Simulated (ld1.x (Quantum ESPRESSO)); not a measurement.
## Ag (Z = 47), RRKJ: configuration errors across variants

ld1.x (Quantum ESPRESSO) 7.5 input, shortened:

```
&input
   title='Ag', zed=47., rel=2, dft='PBE', iswitch=3,
   config='[Kr] 4d10 5s0 5p1', rel_dist='average'
 /
 &inputp
   pseudotype=2, tm=.false., lloc=0,
   nlcc=.false.
 /
3
4P  2  1   6.00   0.00  1.75  1.75  0.0
4D  3  2  10.00   0.00  1.75  1.75  0.0
4S  1  0   2.00   0.00  1.60  1.60  0.0
 &test
   configts(1)='4s2 4p6 4d10 5s0 5p1'
 /
```

Open shells are filled in proportion to 2j + 1 (rel_dist='average').

Occupied shells without a wave of their own: 5p. They enter only through the test configuration that unscreens the potential.

All-electron excitation energies from the reference (eV): (1) 4s2 4p6 4d10 5s1 5p0 -3.862; (2) 4s2 4p6 4d10 5s0 5p0 3.897; (3) 4s2 4p6 4d9 5s0 5p0 26.012; (4) 4s2 4p6 4d7 5s0 5p0 113.913; (5) 4s2 4p6 4d9 5s1 5p0 9.292; (6) 4s2 4p5 4d10 5s1 5p0 61.508; (7) 4s2 4p6 4d9 5s1 5p1 4.706.

For the base: The 5p level has no wave, so the channel is fitted at the deeper level alone: the likely source of the large errors.

On the changes marked as counting shells twice: ld1.x takes every shell without a wave as core, so the model core holds the marked electrons as well and exchange and correlation see them twice. This cancels in the reference configuration, but the file is broken for other ones, and its errors say nothing about a proper core correction.

2 further variants failed, have other tests or another functional or relativity, and are left out.

A true bound ghost makes a file unfit for plane-wave use even where its test errors are small: the radial tests pick states by their node count and pass the ghost by.

The file “base” misses its own reference levels by 0.3 eV. The file “all radii scaled by about 1.09 (s 1.74, p 1.92, d 1.92 bohr)” misses its own reference levels by 0.4 eV. The file “core correction full core density, not smoothed (it rises at the typed radius of 1.40 bohr, so ld1.x skipped the fit) (5p counted twice)” misses its own reference levels by 0.3 eV. The file “wave 4d (bound): rc 1.75 bohr becomes 4d (bound): rc 2.64 bohr” misses its own reference levels by 0.3 eV. The file “type TM” misses its own reference levels by 0.4 eV.

Errors AE − PS in meV (a dash: test not solved or not reliable):

```tsv
change	(1)	(2)	(3)	(4)	(5)	(6)	(7)	bound ghosts
base	+2221	-621	-1217	-2210	+2841	+3070	+3228	s (extra level of the local part)
all radii scaled by about 1.09 (s 1.74, p 1.92, d 1.92 bohr)	+3190	-698	-1347	-2324	+4055	+4349	+4434	s (extra level of the local part)
core correction full core density, not smoothed (it rises at the typed radius of 1.40 bohr, so ld1.x skipped the fit) (5p counted twice)	+2185	-713	-1376	-2494	+2749	+2982	+3199	s (extra level of the local part)
wave 4d (bound): rc 1.75 bohr becomes 4d (bound): rc 2.64 bohr	+2198	-626	-1221	-849	+2916	+2692	+3321	s (extra level of the local part)
type TM	+2210	-659	-1289	-2344	+2798	+3045	+3230	s (extra level of the local part)
```

Give the same row for: local potential the d channel.

+1161, -24, -56, -119, +1869, +2056, +1670; bound ghosts: none.
